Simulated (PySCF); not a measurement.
Structure with atom numbers: `[CH3:1][C:2]#[C:3][C@H:4]1[CH2:5][Si@H:6]([F:7])[CH2:8]1`. Hydrogens are named by the atom that carries them. Ha(C5), Ha(C8) are cis to C3 on the ring; Hb(C5), Hb(C8) are trans to C3 on the ring.

- GFN2-xTB structure
- GIAO PBE0/pcSseg-1 shieldings
- program: PySCF
- one conformer, equivalent nuclei averaged, in vacuum, no relativistic terms

Scale: 13C, 1H, 29Si vs TMS; CFCl3 for 19F (reference shieldings calculated alike).

```json
{"atoms": "H(C1)", "nucleus": "1H", "count": "3", "δ (ppm)": "1.99"}
{"atoms": "Si6", "nucleus": "29Si", "count": "1", "δ (ppm)": "29.6"}
{"atoms": "C4", "nucleus": "13C", "count": "1", "δ (ppm)": "20.4"}
{"atoms": "C5/C8", "nucleus": "13C", "count": "2", "δ (ppm)": "34.5"}
{"atoms": "C3", "nucleus": "13C", "count": "1", "δ (ppm)": "?"}
{"atoms": "F7", "nucleus": "19F", "count": "1", "δ (ppm)": "?"}
{"atoms": "H(C4)", "nucleus": "1H", "count": "1", "δ (ppm)": "?"}
{"atoms": "C1", "nucleus": "13C", "count": "1", "δ (ppm)": "4.9"}
{"atoms": "H(Si6)", "nucleus": "1H", "count": "1", "δ (ppm)": "5.82"}
{"atoms": "Hb(C5)/Hb(C8)", "nucleus": "1H", "count": "2", "δ (ppm)": "2.43"}
{"atoms": "Ha(C5)/Ha(C8)", "nucleus": "1H", "count": "2", "δ (ppm)": "?"}
{"atoms": "C2", "nucleus": "13C", "count": "1", "δ (ppm)": "84.8"}
```

Fill in the missing shifts.

Answers


- C3: 92.7 ppm, alkyne carbon; sp carbons lie upfield of alkene carbons because the cylindrical π system leaves one tensor component strongly shielded
- H(C4): 3.13 ppm, hydrogen on a propargylic sp3 CH
- Ha(C5)/Ha(C8): 1.83 ppm, hydrogen on an sp3 CH2 bonded to Si
- F7: -187.7 ppm, fluorine bonded to Si

Shifts are as computed. Against solution values, carbons near 30 ppm lie about +3 ppm off and those near 130 ppm about +5 ppm. Of 1309 compounds with measured shifts, 239 miss one by over three times the rms of a fit or turn the order of signals round; such compounds aren't used in these exercises. Unscaled 19F shifts against computed CFCl3 carry errors that often reach 10 to 50 ppm.
